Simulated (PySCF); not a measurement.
**Frontier orbitals and the lowest excitations**

Species: C₅H₉F₃.
Cartesian coordinates in Å at the GFN2-xTB level; atoms count from 1:
```xyz
17
C5H9F3 angstrom
C      0.2631   -0.6089   -1.4030
C     -0.0240    0.0100   -0.0339
C     -0.4136    1.4836   -0.1651
C     -1.1477   -0.7754    0.6521
F     -1.4283   -0.2451    1.8873
C      1.2285   -0.0888    0.8509
F      1.6441   -1.3749    0.9677
F      2.2672    0.5878    0.3054
H     -0.6193   -0.5486   -2.0349
H      0.5487   -1.6533   -1.2981
H      1.0772   -0.0744   -1.8865
H      0.4093    2.0565   -0.5850
H     -1.2763    1.5808   -0.8192
H     -0.6672    1.8975    0.8082
H     -0.8636   -1.8199    0.8125
H     -2.0699   -0.7199    0.0666
H      1.0648    0.3051    1.8651
```

Method: TDDFT PBE0/def2-SVPD, vertical, gas phase, core orbitals frozen in the response in PySCF 2.14.0, density-fitted response routines.

Frontier orbitals with the atoms that hold most of them (Löwdin shares over 4%, at most four atoms; ? is withheld):

```csv
orbital,ε (eV),atoms
HOMO-3,-10.35,"F5 26%, C1 14%, C4 10%, C3 10%"
HOMO-2,-9.96,"C1 17%, C2 17%, F5 15%, C3 14%"
HOMO-1,-9.60,?
HOMO,?,"C6 18%, C2 17%, F8 14%, F7 12%"
LUMO,0.63,?
LUMO+1,1.15,"F5 18%, C1 11%, C4 11%, H11 8%"
LUMO+2,1.33,"F8 10%, C3 10%, H16 10%, C4 8%"
```

Problem. Give the leading atoms of the LUMO.

Solution. C1 (bonded to C and 3 H) 13%; C3 (bonded to C and 3 H) 12%; C4 (bonded to C, F and 2 H) 12%; H9 (bonded to C) 9%. By element: carbon 37% or more, hydrogen 9% or more.

Problem. Give the leading atoms of the HOMO-1.

Solution. F5 (bonded to C) 22%; C4 (bonded to C, F and 2 H) 19%; C2 (bonded to 4 C) 18%; C3 (bonded to C and 3 H) 10%. By element: carbon 47% or more, fluorine 22% or more.

Problem. What is the HOMO energy, and the HOMO–LUMO gap?

Solution. ε(HOMO) = -9.22 eV; the gap is 9.84 eV (0.3618 hartree).

Problem. The HOMO–LUMO gap is 9.84 eV. Where does the response calculation put the lowest singlet, and from which orbitals?

Solution. S1 is at 8.76 eV (f = 0.042), 1.08 eV below the gap, made of HOMO→LUMO (95%). 

Problem. One configuration dominates each of S1, S2 and S3. Which, and how do the shares of the two leading atoms of either orbital change from the occupied to the empty one?

Solution. 
- S1 (8.76 eV, f 0.042), HOMO→LUMO (95%): C6 18% → at most 9%, C2 17% → at most 9%, C1 at most 13% → 13%, C3 at most 13% → 12%
- S2 (9.06 eV, f 0.025), HOMO-1→LUMO (85%): F5 22% → at most 9%, C4 19% → 12%, C1 at most 11% → 13%, C3 10% → 12%
- S3 (9.13 eV, f 0.0021), HOMO→LUMO+1 (78%): C6 18% → at most 9%, C2 17% → at most 9%, F5 at most 13% → 18%, C1 at most 13% → 11%

One conformer stands for the species.
